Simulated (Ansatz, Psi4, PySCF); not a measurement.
C₃H₇AlClF (SMILES C[CH](C)[Al]([F])[Cl]), singlet, geometry from GFN2-xTB (such geometries of metal compounds can be far from the true shape), atoms displaced at random by about 0.08 Å a coordinate. Base run: HF/STO-3G, gradient (PySCF).

Here is a job for PySCF.
```python
from pyscf import gto, scf

mol = gto.M(
    atom='''
Al    0.085182    0.367418    0.456020
Cl   -0.432735   -1.261709    1.983659
F     0.552053    1.830396    1.072321
C     0.462686   -0.008883   -1.433666
C     0.107179    1.132877   -2.232340
C    -0.527891   -1.112142   -1.942008
H     1.393948   -0.401132   -1.698183
H     0.484903    1.074637   -3.407450
H    -0.875188    1.612231   -2.083698
H     0.735659    2.056616   -1.837969
H    -0.265686   -2.125476   -1.242673
H    -0.301586   -1.357807   -3.124319
H    -1.756724   -1.125407   -1.868044
''',
    basis='sto-3g',
    charge=0,
    spin=0,
    verbose=4,
)

mf = scf.RHF(mol)
mf.kernel()
g = mf.nuc_grad_method()
grad = g.kernel()
```

Programs used: Ansatz (a quantum-chemistry and plane-wave program), Psi4, PySCF; a row that names a program was run with it.

The coordinate followed is z of atom 1.

Each row names what was changed in the base input (with any setting that the change needs).

```
change                                                  dE/dx (Eh/bohr)  net force (Eh/bohr)
------------------------------------------------------  ---------------  -------------------
base                                                          -0.034515             0.000000
conv_tol = 1e-4                                               -0.034779             0.000000
conv_tol = 1e-11                                              -0.034515             0.000000
code = psi4                                                   -0.034513             0.000000
finite difference step (bohr) = 1e-4; conv_tol = 1e-11        -0.034515                    -
finite difference step (bohr) = 0.2; conv_tol = 1e-11         -0.036565                    -
conv_tol = 1e-6                                               -0.034526             0.000000
finite difference step (bohr) = 1e-3; conv_tol = 1e-11        -0.034515                    -
code = ansatz                                                 -0.034514             0.000000
finite difference step (bohr) = 1e-5; conv_tol = 1e-11        -0.034515                    -
finite difference step (bohr) = 0.01; conv_tol = 1e-11        -0.034520                    -
density fitting = on                                          -0.034514             0.000000
```

The net force is zero for an exact gradient.
